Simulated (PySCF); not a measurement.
Computed shifts of a molecule CH6ClNO2Si, PBE0/pcSseg-1 (PySCF), GIAO, gas phase, atoms alike by connectivity averaged where their shifts nearly agree, in ppm (number of nuclei): ¹⁵N: 18.9 (1). ¹³C: 34.9 (1). ²⁹Si: -13.2 (1). ¹H: 2.74 (1), 2.52 (1), 2.29 (1), 2.22 (1), 0.48 (1), 0.38 (1). References: ¹⁵N against NH3 (σ = 267.4 ppm); ¹³C against TMS (σ = 186.3 ppm); ²⁹Si against TMS (σ = 352.7 ppm); ¹⁷O against H2O (σ = 334.2 ppm); ³⁵Cl against HCl (σ = 945.9 ppm); ¹H against TMS (σ = 31.56 ppm), references at their B3LYP-D3(BJ)/def2-TZVP geometries, non-relativistic (without spin–orbit terms, shifts of atoms bonded to Cl or Br come out too high). Coordinates come from a B3LYP-D3(BJ)/def2-SVP optimisation. Other conformers were not sampled.

**Question.** Which molecule gave these data?
A. CN[Si](O)(O)Cl
B. CO[Si](N)(O)Cl
C. NC[Si](O)(O)Cl

**Answer.** C, NC[Si](O)(O)Cl
